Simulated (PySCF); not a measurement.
**[WO3(OH)]− relaxed at several levels**

Computed with PySCF 2.14.0, def2-SVP on the ligands, density fitting, scalar-relativistic core potentials, no spin-orbit coupling, vacuum. Each row is relaxed at its own level from the same template. Distances are means of the shortest metal–ligand contacts, charges and spins Mulliken's.

```tsv
level	basis on the metal	point group	M–O (Å)	M–OH (Å)	charge on M (e)	HOMO–LUMO gap (eV)	strongest infrared band, degenerate modes summed (cm⁻¹)	unstable modes (below −25 cm⁻¹)
r2SCAN	def2-SVP with ECP60	Cs	1.758	1.956	0.89	5.43	–	not given
```

Question: What does the calculation give for B3LYP, def2-SVP with ECP60?

Answer: point group: Cs, M–O (Å): 1.759, M–OH (Å): 1.961, charge on M (e): 0.85, HOMO–LUMO gap (eV): 6.40, strongest infrared band, degenerate modes summed (cm⁻¹): 916, unstable modes (below −25 cm⁻¹): 0.
```xyz
6

W     0.0121   -0.0121   -0.0525
O     0.9454    1.0785    0.9643
O    -1.0785   -0.9454    0.9643
O     1.0756   -1.0756   -0.9620
O    -1.0443    1.0443   -1.3221
H    -1.6692    1.6692   -0.9326
```

One start shape was tried for each, so a minimum needn't be the lowest isomer.
